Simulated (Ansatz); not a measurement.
Basis-set extrapolation for CH₄Cl₃NSi (`CN[Si](Cl)(Cl)Cl`) (PBE0-D4/def2-TZVP geometry, frozen core, Ansatz 0.2.0). Multiplicity 1, RHF reference.

|  | def2-TZVPP | def2-QZVPP |
| --- | --- | --- |
| HF | -1762.362931 | -1762.414871 |
| MP2 correlation | -1.064747 | -1.160736 |
| CCSD(T) correlation | -1.176741 | not run |

Energies in hartree. Use E(X) = E(∞) + A·exp(−7.88·√X) for Hartree–Fock and E(X) = E(∞) + B·X^(−2.97) for correlation, with X = 3 and 4, and add CCSD(T) minus MP2 of the smaller set to the MP2 limit.

Task: What is the CCSD(T) energy at the basis-set limit?

Result: HF limit: -1762.414871 + (-0.051940) × 0.13774 = -1762.42203. MP2 limit: -1.160736 + (-0.095989) × 0.74074 = -1.23184. Higher-order term: -1.176741 − (-1.064747) = -0.11199. Total: -1763.76586 hartree, 593.9 kJ/mol below CCSD(T)/def2-TZVPP.
